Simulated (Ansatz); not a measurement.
input.yaml

```yaml
crystal:
  periodic: [false, false, false]
  atoms:
    - { symbol: Ga, position_ang: [-0.009975, 0.250852, 0.141265] }
    - { symbol: "N", position_ang: [0.062202, 0.080769, 2.028272] }
    - { symbol: H, position_ang: [-0.780934, 0.304846, 2.548589] }
    - { symbol: H, position_ang: [0.874707, 0.476699, 2.493368] }
    - { symbol: Cl, position_ang: [1.884822, 0.847995, -0.686745] }
    - { symbol: H, position_ang: [-1.298964, 0.068439, -0.704431] }
    - { symbol: O, position_ang: [0.427447, -2.640587, 0.695953] }
    - { symbol: H, position_ang: [-0.437708, -3.063758, 0.664583] }
    - { symbol: H, position_ang: [0.387204, -2.091756, 1.516047] }
basis:
  gaussian: { orbitals: def2-SVP }
hamiltonian:
  xc: pbe0
relax:
  f_tol: 0.03
  max_steps: 50
```

Command:

```bash
$ ansatz run input.yaml --threads 2 --pin off --max-ram 3072MiB --backend cpu --events-out ev --progress --plain --runs-dir out
```

Hardware: 2 threads of Arm Neoverse V1, on a shared host.

Problem. Roughly how long does this run take, and how much memory?

Solution. 37 s, with a peak of 0.24 GiB, for 10 ionic steps.
